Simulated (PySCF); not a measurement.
C₆ coefficients of unlike pairs at PBE

Calculated with PySCF 2.14 from the dipole response of each species, C₆(A,B) = (3/π) ∫ α_A(iu) α_B(iu) du, in atomic units, from isotropic polarisabilities. For ions this is the dispersion term alone; charge-induced terms of lower order in 1/R come first.

```tsv
species	configuration	basis	relativity	α (bohr³)	C₆ (like pair)
Cu³⁺	[Ar] 3d8 (3F)	def2-QZVPPD (11s6p5d4f2g)	none	1.631	3.741
B³⁺	1s2 (1S)	aug-cc-pVQZ with one added diffuse shell each of s, p, d, f, g type (7s6p5d4f3g)	none	0.02000	0.002492
Mo⁺	[Kr] 4d5 (6S)	def2-QZVPPD with the def2 core potential (28 electrons) (7s5p4d3f2g)	core potential	20.90	132.9
S²⁺	[Ne] 3s2 3p2 (3P)	def2-TZVPPD (6s6p4d1f)	none	7.301	26.46
```

(1) Estimate C₆ for S²⁺ with Mo⁺.

No spin-orbit coupling is included.

The other pairs:

| pair | C₆ |
| --- | --- |
| Mo⁺, B³⁺ | 0.3137 |
| Mo⁺, Cu³⁺ | 19.03 |
| S²⁺, B³⁺ | 0.1430 |
| S²⁺, Cu³⁺ | 8.668 |
| B³⁺, Cu³⁺ | 0.08193 |

## Answers

(1) The integral gives 58.65. The combination rule 2 C_A C_B / (C_A α_B/α_A + C_B α_A/α_B) gives 57.56 and the geometric mean 59.29.
